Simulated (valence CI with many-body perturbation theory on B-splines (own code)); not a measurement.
Hyperfine factors and g values of La16+

Computed by valence CI with perturbative core correlation (CI+MBPT): five valence electrons over a frozen Dirac-Fock core [Kr], radial functions for each j: 7 s, 7 p, 8 d, 6 f, 4 g, 1 h, with the one-electron correlation potential Σ1, the two-electron term Σ2, the three-electron term Σ3, Breit, model QED; selected CI, second order for the rest (own B-spline code, finite nucleus).

No measured spectrum was set against this ion. As an estimate, terms of the open shell hold to 2 to 4 % of their energy, and close levels can change places. Core correlation moves these levels by up to 12000 cm⁻¹, and in measured spectra 5 to 20 % of such shifts remained as error; rates that hang on mixing are uncertain with them. Among the levels kept, up to 300 cm⁻¹ of a level comes from second order outside the variational space, and about a tenth of that is noise between levels of different J, which matters for small intervals. Only levels of the ground parity were solved; by the run's estimate the other parity begins above the list, which can be wrong where configurations are misplaced.

A/g_I is the dipole constant over the nuclear g factor μ/I (μ in nuclear magnetons, uniformly magnetised nucleus), B/Q the quadrupole constant per barn. Both hold the static response of the core; the bare values leave it out. Large factors of s and p1/2 electrons are usually good to 5 to 10 %; those of open d and f shells near neutrality can be off by tens of per cent, and small factors of p3/2, d and f electrons come from cancelling terms and can be off by a factor of two or in sign, in half-filled shells by more. B is blank for J = 1/2, where it vanishes, and for nearly pure S terms. Energies count from the lowest level.

Names give the largest LS component (configuration and term), which can be under half, so a name can repeat, a term be missing and a line seem to break the LS rules; names also repeat where a configuration has a term twice. Letters in brackets count levels of one name in rising energy.

```csv
Level,E (cm⁻¹),g,A/g_I (MHz),A/g_I bare,B/Q (MHz/b),B/Q bare
4d5 6S_5/2,0.0,1.905,-724,359,439,400
4d5 4G_5/2 [a],35010,1.046,2750,2730,4380,4140
4d5 4G_7/2,48385,1.100,3010,3060,3990,3780
4d5 4D_3/2 [a],50609,1.339,2800,3160,3710,3520
4d5 4G_11/2,51179,1.208,3230,3420,-72.2,-81.3
4d5 4G_5/2 [b],53396,1.071,2820,2830,1600,1520
4d5 4G_9/2,54138,1.167,3020,3150,3160,3000
4d5 4P_1/2,58840,1.714,-1080,-246,,
4d5 4D_7/2,66317,1.273,2270,2540,561,532
4d5 2D_5/2 [a],70589,1.261,2550,2810,-345,-332
4d5 2I_11/2,76170,1.009,3810,3740,360,343
4d5 4D_1/2,77491,0.869,6570,6330,,
4d5 2F_7/2 [a],78067,1.129,3560,3650,-4800,-4550
4d5 4D_3/2 [b],80178,1.264,3940,4200,-2700,-2570
4d5 2G_9/2 [a],82555,1.158,3000,3120,-463,-450
4d5 2I_13/2,83977,1.076,3790,3800,-5.13,1.53
4d5 4F_3/2,84270,0.770,5080,4710,-15.2,-9.38
4d5 2F_5/2 [a],88520,1.023,3690,3640,-567,-522
4d5 2H_9/2,98817,1.106,3410,3470,702,667
4d5 4F_5/2,100140,1.107,3260,3320,-1570,-1490
4d5 2G_7/2 [a],101360,0.999,4560,4480,-305,-286
4d5 2F_5/2 [b],107120,1.062,2710,2700,-288,-277
4d5 2D_3/2 [a],107910,0.734,6120,5700,-104,-86.8
4d5 2F_7/2 [b],111760,1.093,3820,3860,1030,983
4d5 2S_1/2,115540,1.937,-1800,-678,,
4d5 4F_7/2,116860,1.182,2850,3000,-5560,-5270
4d5 2G_9/2 [b],120180,1.089,3460,3500,1420,1360
4d5 2H_11/2,120660,1.066,3710,3720,-292,-253
4d5 2D_3/2 [b],130860,0.832,4500,4200,-3190,-3020
4d5 2D_5/2 [b],134470,1.091,3390,3430,1760,1680
4d5 2D_5/2 [c],143520,1.117,2860,2930,-2000,-1880
4d5 2G_9/2 [c],143890,1.110,3320,3380,-4810,-4560
4d5 2G_7/2 [b],150380,0.931,4540,4370,5080,4820
4d5 2P_3/2,161380,1.243,2980,3210,-3390,-3220
4d5 2P_1/2,172990,0.811,399,60.4,,
4d5 2D_5/2 [d],188650,1.193,2510,2680,-3410,-3230
4d5 2D_3/2 [c],194610,0.875,6170,5940,5700,5400
```

(1) Take the isotope of mass number 138, with I = 5, μ = 3.7084 μN and Q = 0.39 b. What is the hyperfine structure of 4d5 4G_5/2 [a]?

## Answers

(1) From the table A = 2040 MHz, B = 1710 MHz. Shifts from the centre of gravity in MHz: F = 5/2: -29900, F = 7/2: -23200, F = 9/2: -14500, F = 11/2: -3550, F = 13/2: 9860, F = 15/2: 25900.
